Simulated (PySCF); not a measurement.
Si(OSiH3)3(Cl) (ClH9O3Si4), SMILES [SiH3]O[Si](Cl)(O[SiH3])O[SiH3].

Coordinates come from a PBE0-D3(BJ)/def2-SVP optimisation. The values are those of a single conformer.

Two levels are set side by side: PBE/def2-SVP (PySCF) and M06-2X/def2-SVP (PySCF). Same geometry, gas phase. Differences are taken from unrounded values.

```json
[
 {"quantity": "orbital gap (eV)", "M06-2X": "11.21"},
 {"quantity": "highest occupied level (eV)", "M06-2X": "-10.26"},
 {"quantity": "lowest empty level (eV)", "M06-2X": "0.95"},
 {"quantity": "dipole moment (D)", "M06-2X": "0.83"},
 {"quantity": "mean polarisability (bohr³)", "M06-2X": "99.4"}
]
```

Task: What does PBE give, and how far is it from M06-2X? (Estimate from the structure and the level; the computed values follow.)

Result: 
```tsv
quantity	PBE	PBE minus M06-2X
orbital gap (eV)	6.46	-4.75
highest occupied level (eV)	-7.31	2.95
lowest empty level (eV)	-0.85	-1.80
dipole moment (D)	0.72	-0.11
mean polarisability (bohr³)	105.8	6.3
```

PBE's occupied levels lie high since its potential decays too fast outside the molecule; exact exchange lowers them and widens the gap. PBE's more diffuse valence density responds more strongly to a field. Differences between two approximate levels are no errors against the true value.

Rough cost on one machine, each run with all the roots and properties that it gave: M06-2X against PBE about 3 times.
